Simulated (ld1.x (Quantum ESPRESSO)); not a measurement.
# Which change was made? (Si, ultrasoft)

- Element: silicon
- Generator: ld1.x (Quantum ESPRESSO) 7.5
- Type: ultrasoft
- Functional: LDA (PZ)
- Relativity: non-relativistic
- Frozen core: [Ne]
- Valence charge: 4
- Reference configuration: 3s1 3p3
- Partial waves: 3s (bound): rcut 1.60, rcutus 1.75 bohr; 3s channel at 1.1 Ry: rcut 1.60, rcutus 1.75 bohr; 3p (bound): rcut 1.65, rcutus 2.00 bohr; 3p channel at 0.55 Ry: rcut 1.65, rcutus 2.00 bohr; 3d channel at 0.25 Ry: rcut 1.60, rcutus 2.05 bohr; 3d channel at 2.75 Ry: rcut 1.60, rcutus 2.05 bohr
- Local potential: all-electron potential smoothed inside 1.45 bohr (lloc = -1)
- Core correction: Bessel-smoothed model core, default radius (core density twice the valence density)
- Augmentation charge: built from norm-conserving waves at rcut, not smoothed further

Cutoffs, loose and tight: the cutoffs (Ry, on a coarse ladder) from which the occupation-weighted sum of valence levels, in a spherical-Bessel basis at the reference potential, stays within 10 and 1 mRy of its value at 400 Ry. They do not see the model core or the augmentation charge, which bear on the density cutoff. Test errors are all-electron minus pseudo excitation energies from the reference, over the configurations 3s2 3p2; 3s2 3p1; 3s2 3p0; 3s1 3p0; 3s2 3p2.3; 3s0 3p4; 3s1 3p2 (two spin-polarised tests are not counted in the largest error); variants that change the core or the reference have their own tests.

The base gives: outcome: generated; cutoff, loose: 10 Ry; cutoff, tight: 15 Ry; bound ghosts: none; largest test error (meV): +39.

Question: After one change the result is: outcome: generated; cutoff, loose: 8 Ry; cutoff, tight: 15 Ry; bound ghosts: none; largest test error (meV): +30. Which change was it?
A. waves 3p (bound): rcut 1.28, rcutus 1.36 bohr; 3p channel at 0.55 Ry: rcut 1.28, rcutus 1.36 bohr
B. waves 3p (bound): rcut 1.65, rcutus 2.94 bohr; 3p channel at 0.55 Ry: rcut 1.65, rcutus 2.94 bohr
C. waves 3p (bound): rcut 1.56, rcutus 1.66 bohr; 3p channel at 0.55 Ry: rcut 1.56, rcutus 1.66 bohr

Answer: C. The others give: waves 3p (bound): rcut 1.28, rcutus 1.36 bohr; 3p channel at 0.55 Ry: rcut 1.28, rcutus 1.36 bohr → outcome: generated; cutoff, loose: 30 Ry; cutoff, tight: 30 Ry; bound ghosts: p; largest test error (meV): +1.5 | waves 3p (bound): rcut 1.65, rcutus 2.94 bohr; 3p channel at 0.55 Ry: rcut 1.65, rcutus 2.94 bohr → outcome: generated; cutoff, loose: 8 Ry; cutoff, tight: 12 Ry; bound ghosts: none; largest test error (meV): +39.
